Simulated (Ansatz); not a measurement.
SiTe₄⁻. The state is a doublet with charge -1. Geometry r2SCAN-D4/def2-SVP, that of the neutral singlet.

Cartesian coordinates in Å:
```
Si -1.830 -0.524 -1.041
Te 0.889 0.330 2.041
Te -0.138 1.115 -1.826
Te -1.083 -1.464 1.132
Te 2.162 0.543 -0.305
```

In the def2 sets Te takes a core potential; there is no spin–orbit coupling. At PBE-D4/def2-TZVPD, r2SCAN-D4/def2-TZVPD the highest occupied level of the charge -1 doublet lies above zero (up to 0.18 eV). By energy differences its removal costs 1.80 eV (vertical, to the charge 0 singlet, at PBE-D4/def2-TZVPD); a positive level beside a positive removal energy at the same level points to self-interaction error. The structure comes from a short search, and lower isomers may exist.

(1) Estimate the α-spin orbital energies around the gap (eV) in Ansatz with PBE-D4/def2-TZVPD, r2SCAN-D4/def2-TZVPD, PBE0-D4/def2-TZVPD.

## Answers

(1) 
```tsv
orbital	PBE-D4/def2-TZVPD	r2SCAN-D4/def2-TZVPD	PBE0-D4/def2-TZVPD
HOMO−5	-2.75	-3.00	-3.68
HOMO−4	-1.95	-2.18	-2.92
HOMO−3	-1.92	-2.12	-2.84
HOMO−2	-1.86	-2.08	-2.75
HOMO−1	-1.13	-1.30	-1.99
HOMO	0.18	0.02	-0.45
LUMO	0.53	0.56	1.07
LUMO+1	0.78	0.88	1.38
LUMO+2	1.24	1.26	1.73
LUMO+3	2.14	2.48	2.57
LUMO+4	2.35	2.76	2.72
LUMO+5	2.43	2.86	2.74
β HOMO	-1.08	-1.26	-1.95
β LUMO	0.66	0.73	1.24
```
